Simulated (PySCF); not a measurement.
Basis and Hamiltonian dependence of the ionisation energy of V

V [Ar] 3d3 4s2 (4F) → V⁺ [Ar] 3d4 (5D). Calculated with PySCF 2.14 from differences of total energies of unrestricted determinants, without spin-orbit coupling. Values in eV.

| basis | Hamiltonian | functions | UHF | r2SCAN | PBE0 | MP2 (valence) | CCSD(T) (valence) | CCSD(T) (valence and next inner shell) |
| --- | --- | --- | --- | --- | --- | --- | --- | --- |
| cc-pVDZ-DK | spin-free X2C | 43 | 6.159 | 6.402 | n/a | 6.483 | n/a | n/a |
| jorge-DZP-DKH | spin-free X2C | 43 | 6.240 | n/a | 6.497 | 6.516 | n/a | n/a |
| def2-TZVP | non-relativistic | 45 | 5.882 | n/a | n/a | 6.191 | n/a | n/a |
| x2c-TZVPPall | spin-free X2C | 64 | 6.167 | n/a | 6.356 | 6.534 | 6.812 | 6.799 |
| cc-pVTZ | non-relativistic | 68 | 5.911 | n/a | n/a | 6.267 | n/a | n/a |
| x2c-TZVPPall with one added diffuse shell each of s, p, d, f type | spin-free X2C | 80 | 6.168 | n/a | 6.356 | 6.557 | 6.827 | 6.815 |
| x2c-QZVPPall | spin-free X2C | 96 | 6.178 | n/a | 6.338 | 6.573 | 6.842 | n/a |
| dyall-av2z | non-relativistic | 101 | 5.912 | n/a | 6.078 | 6.282 | 6.553 | n/a |
| cc-pVQZ | non-relativistic | 104 | 5.918 | n/a | 6.071 | 6.295 | n/a | n/a |
| aug-cc-pVTZ with one added diffuse shell each of s, p, d, f, g type | non-relativistic | 118 | 5.910 | n/a | 6.076 | 6.326 | n/a | n/a |
| aug-cc-pwCVTZ | non-relativistic | 127 | 5.918 | n/a | 6.069 | 6.312 | n/a | 6.530 |
| aug-cc-pVQZ-DK | spin-free X2C | 140 | 6.174 | n/a | 6.350 | 6.596 | n/a | n/a |
| aug-cc-pwCVQZ | non-relativistic | 185 | 5.920 | n/a | 6.070 | 6.326 | n/a | n/a |

Estimate the row for ANO-RCC-VTZP (spin-free X2C, 59 functions).

From the rows with the same Hamiltonian and similar size; the calculation gives UHF 6.19; r2SCAN 6.45; PBE0 6.37; MP2 (valence) 6.51; CCSD(T) (valence) 6.79; CCSD(T) (valence and next inner shell) 6.77 (eV).

Extrapolation of MP2 (valence) from cc-pVTZ and cc-pVQZ: the correlation parts are 0.356 and 0.377 eV; with the X⁻³ form and unrounded values, (4³ × 0.377 − 3³ × 0.356)/(4³ − 3³) = 0.392 eV, and adding the Hartree-Fock value 5.918 eV of the larger basis gives 6.310 eV.

Extrapolation of MP2 (valence) from aug-cc-pwCVTZ and aug-cc-pwCVQZ: the correlation parts are 0.395 and 0.406 eV; with the X⁻³ form and unrounded values, (4³ × 0.406 − 3³ × 0.395)/(4³ − 3³) = 0.414 eV, and adding the Hartree-Fock value 5.920 eV of the larger basis gives 6.334 eV.

Frozen in the all-electron rows: valence: [Ar]; valence and next inner shell: [Ne].

Non-relativistic rows lack the scalar-relativistic shift.

Reference for a calculation without spin-orbit coupling: 6.732 eV (measured, between term centres; NIST).
